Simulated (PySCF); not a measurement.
hexafluorocyclobutene (C4F6), SMILES FC1=C(F)C(F)(F)C1(F)F. Atoms are numbered in the order given.

```xyz
10

F     -1.5903     0.0000     1.8857
C     -0.6709     0.0000     0.9655
C      0.6709     0.0000     0.9655
F      1.5903     0.0000     1.8857
C      0.7810     0.0000    -0.5309
F      1.3344     1.0827    -1.0877
F      1.3344    -1.0827    -1.0877
C     -0.7810     0.0000    -0.5309
F     -1.3344    -1.0827    -1.0877
F     -1.3344     1.0827    -1.0877
```

Geometry: PBE0-D3(BJ)/def2-SVP.

Level of theory: PBE0-D3(BJ)/def2-SVP run with PySCF 2.14.0.

Harmonic, unscaled wavenumbers; measured fundamentals usually lie a few per cent lower.

Computed harmonic wavenumbers and intensities:
```tsv
mode	ν (cm⁻¹)	IR (km/mol)	moving atoms (share of kinetic energy)
1	62	0.0	F 94 %
2	186	2.4	F 80 %, C 20 %
3	213	0.7	F 99 %
4	229	0.0	F 100 %
5	238	0.2	F 100 %
6	270	0.9	F 92 %
7	286	2.3	F 93 %
8	431	8.0	F 83 %, C 17 %
9	480	9.3	F 84 %, C 16 %
10	498	0.0	F 68 %, C 32 %
11	589	0.0	C 71 %, F 29 %
12	647	4.9	F 83 %, C 17 %
13	661	0.0	C 75 %, F 25 %
14	714	8.8	F 88 %, C 12 %
15	871	0.0	C 89 %, F 11 %
16	1009	203.4	C 67 %, F 33 %
17	1022	179.5	C 59 %, F 41 %
18	1193	74.7	C 84 %, F 16 %
19	1241	410.8	C 70 %, F 30 %
20	1246	0.0	C 79 %, F 21 %
21	1323	38.9	C 84 %, F 16 %
22	1449	136.5	C 90 %, F 10 %
23	1478	387.0	C 85 %, F 15 %
24	1892	73.4	C 94 %
```
